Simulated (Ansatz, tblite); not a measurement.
Cost and result up the ladder for Sr2O2⁺ (4 atoms). The state is a doublet with charge 1. Geometry: r2SCAN-D4/def2-TZVP.

```xyz
4

Sr    0.492   -0.051    1.764
Sr   -0.493    0.051   -1.764
O    -0.942   -0.727    0.242
O     0.943    0.727   -0.242
```

Ansatz on 4 threads of Arm Neoverse V2 on a shared host; xTB runs through tblite on one thread. Times are rough, summed over both states, and most runs start from the orbitals of an earlier one. RPA@PBE/def2-TZVP serves as the yardstick here, not as an exact answer. The other state is a quartet at its own geometry.

In the def2 sets Sr takes a core potential; there is no spin–orbit coupling. The xTB rows come from tblite. Correlated methods freeze 2 core orbitals; core or outer-core shells of Sr are correlated, in sets that lack core-valence functions. In CCSD on the charge 1 quartet the largest single amplitude is 0.39, so its Hartree–Fock determinant may place the open shell otherwise than the density functionals do. The structure comes from a short search, and lower isomers may exist.

Run but left out: HF/STO-3G (doublet: ⟨S²⟩ 1.81, where a pure state has 0.75); HF/def2-TZVP, HF/def2-TZVPP, MP2/def2-TZVP, MP2/def2-TZVPP (doublet: a determinant that CCSD turns far, T1 0.050).

Correlated methods converge slowly with the basis.

xTB has no spin-polarisation term.

```json
{"level": "GFN1-xTB", "functions": "26", "wall time": "0.006 s", "quartet − doublet (eV)": "3.74", "difference from RPA@PBE/def2-TZVP (eV)": "1.34", "remarks": "–"}
{"level": "GFN2-xTB", "functions": "26", "wall time": "0.007 s", "quartet − doublet (eV)": "0.91", "difference from RPA@PBE/def2-TZVP (eV)": "-1.49", "remarks": "–"}
{"level": "LDA (SPW92)/def2-TZVP", "functions": "128", "wall time": "1.8 s", "quartet − doublet (eV)": "3.33", "difference from RPA@PBE/def2-TZVP (eV)": "0.93", "remarks": "–"}
{"level": "PBE-D4/def2-TZVP", "functions": "128", "wall time": "3.8 s", "quartet − doublet (eV)": "3.11", "difference from RPA@PBE/def2-TZVP (eV)": "0.71", "remarks": "–"}
{"level": "BLYP-D4/def2-TZVP", "functions": "128", "wall time": "4.6 s", "quartet − doublet (eV)": "2.93", "difference from RPA@PBE/def2-TZVP (eV)": "0.54", "remarks": "–"}
{"level": "RPA@PBE/def2-TZVP", "functions": "128", "wall time": "6 s", "quartet − doublet (eV)": "2.40", "difference from RPA@PBE/def2-TZVP (eV)": "0.00", "remarks": "–"}
{"level": "CAM-B3LYP-D4/def2-TZVP", "functions": "128", "wall time": "12 s", "quartet − doublet (eV)": "3.34", "difference from RPA@PBE/def2-TZVP (eV)": "0.94", "remarks": "–"}
{"level": "r2SCAN-D4/def2-TZVP", "functions": "128", "wall time": "14 s", "quartet − doublet (eV)": "3.30", "difference from RPA@PBE/def2-TZVP (eV)": "0.91", "remarks": "–"}
{"level": "r2SCANh-D4/def2-TZVP", "functions": "128", "wall time": "15 s", "quartet − doublet (eV)": "3.32", "difference from RPA@PBE/def2-TZVP (eV)": "0.92", "remarks": "–"}
{"level": "PBE0-D4/def2-TZVP (with forces)", "functions": "128", "wall time": "15 s", "quartet − doublet (eV)": "3.27", "difference from RPA@PBE/def2-TZVP (eV)": "0.88", "remarks": "–"}
{"level": "CCSD(T)/def2-TZVPP", "functions": "142", "wall time": "4.1 min", "quartet − doublet (eV)": "3.26", "difference from RPA@PBE/def2-TZVP (eV)": "0.87", "remarks": "large T1 (0.050) (doublet), large T1 (0.080) (quartet)"}
```
